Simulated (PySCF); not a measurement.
H7NO2Si2, SMILES N[SiH2]O[SiH2]O.

Coordinates come from a r2SCAN-D4/def2-SVP optimisation. The structure was generated by enumeration, and PubChem lists no compound with its InChIKey, so it may never have been made. One conformer was computed; it need not be the lowest.

Two levels are set side by side: TDA-PBE/def2-SVPD (PySCF) and TDA-B3LYP/def2-SVPD (PySCF). Vertical, same geometry. The lowest singlet is HOMO→LUMO 97 % with PBE and HOMO→LUMO 86 % with the other functional; states are paired by order. Differences are taken from unrounded values.

```csv
quantity,TDA-B3LYP,TDA-PBE,TDA-PBE minus TDA-B3LYP
lowest singlet excitation (eV),6.45,5.73,-0.72
lowest triplet excitation (TDA) (eV),6.13,5.59,-0.55
```

Functionals without exact exchange tend to place singlet excitations lower, as here. Differences between two approximate levels are no errors against the true value.

Rough cost on one machine, each run with all the roots and properties that it gave: TDA-B3LYP against TDA-PBE about 2 times.
